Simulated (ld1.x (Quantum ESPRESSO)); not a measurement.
## What the settings do to the TM potential of Te

Base potential:

tellurium, norm-conserving Troullier–Martins (Kleinman–Bylander form), made with ld1.x (Quantum ESPRESSO) 7.5 (PBEsol, fully relativistic). Core [Kr] 4d10, reference 5s1.5 5p4.5. Waves: 5s (bound): rc 1.80 bohr; 5p (bound): rc 2.15 bohr; 5d channel at 0.3 Ry: rc 1.95 bohr. Local part: the d channel. Core correction: none.

Open shells are filled in proportion to 2j + 1 (rel_dist='average').

All-electron outer shells of the reference configuration (PBEsol, scalar-relativistic, ld1.x):

```csv
shell,level (eV),outermost node (bohr),outermost maximum (bohr)
4p,-114.94,0.38,0.74
4d,-42.27,0.36,0.81
5s,-15.53,0.91,1.80
5p,-6.25,1.00,2.17
```

Cutoffs, loose and tight: the cutoffs (Ry, on a coarse ladder) from which the occupation-weighted sum of valence levels, in a spherical-Bessel basis at the reference potential, stays within 10 and 1 mRy of its value at 400 Ry. They do not see the model core or the augmentation charge, which bear on the density cutoff. Test errors are all-electron minus pseudo excitation energies from the reference, over the configurations 5s2 5p4; 5s2 5p3; 5s2 5p2; 5s2 5p1; 5s2 5p3.5; 5s2 5p4.3; 5s2 5p0. A dash means not determined; rows that change the core or the reference have their own tests. The largest error is taken over the tests solved by every variant that gives reliable tests at all: 5s2 5p2; 5s2 5p3; 5s2 5p3.5; 5s2 5p4; 5s2 5p4.3.

A true bound ghost makes a file unfit for plane-wave use even where its test errors are small: the radial tests pick states by their node count and pass the ghost by. Where a test does run into it, the solver fails or the error is huge.

```tsv
change	outcome	cutoff, loose	cutoff, tight	bound ghosts	largest test error (meV)
base	generated	21 Ry	40 Ry	s, p3/2, p1/2	-24
type PAW; waves now 5s (bound): rcut 1.55, rcutus 1.80 bohr; 5s channel at -0.8 Ry: rcut 1.55, rcutus 1.80 bohr; 5p (bound): rcut 1.85, rcutus 2.15 bohr; 5p channel at 2.15 Ry: rcut 1.85, rcutus 2.15 bohr; 5d channel at 0.3 Ry: rcut 1.70, rcutus 1.95 bohr; 5d channel at 0.95 Ry: rcut 1.70, rcutus 1.95 bohr; local potential all-electron potential smoothed inside 1.45 bohr (lloc = -1); core correction a·sin(br)/r model core, default radius (ld1.x builds one for every PAW set, though the input has nlcc=.false.); augmentation GAUSS, radius 1.20 bohr	failed: new_paw_hamiltonian: negative rho	–	–	–	–
functional Wu–Cohen	generated	21 Ry	40 Ry	s, p3/2, p1/2	-14
all radii scaled by about 0.88 (s 1.60, p 1.90, d 1.72 bohr)	generated	30 Ry	60 Ry	s, p3/2, p1/2	-13
reference 5s2 5p4	generated	25 Ry	40 Ry	s, p3/2, p1/2	-40 over the solved tests; 1 of 7 tests not solved or not reliable
wave 5d channel at 0.3 Ry: rc 1.95 bohr becomes 5d channel at 0.16 Ry: rc 1.95 bohr	generated	21 Ry	40 Ry	s, p3/2, p1/2	-22
wave 5p (bound): rc 2.15 bohr becomes 5p (bound): rc 2.64 bohr	generated	15 Ry	35 Ry	s, p1/2, p3/2	-32
scalar-relativistic	generated	21 Ry	40 Ry	s, p	-31
core correction a·sin(br)/r model core inside 0.84 bohr	generated	21 Ry	40 Ry	s, p3/2, p1/2	-14
wave 5s (bound): rc 1.80 bohr becomes 5s (bound): rc 1.54 bohr	generated	35 Ry	80 Ry	s, p3/2, p1/2	-22
wave 5d channel at 0.3 Ry: rc 1.95 bohr becomes 5d channel at 0.3 Ry: rc 1.68 bohr	generated	30 Ry	40 Ry	s, p3/2, p1/2	-19
local potential the s channel	generated	30 Ry	40 Ry	d3/2, d5/2	-19
```
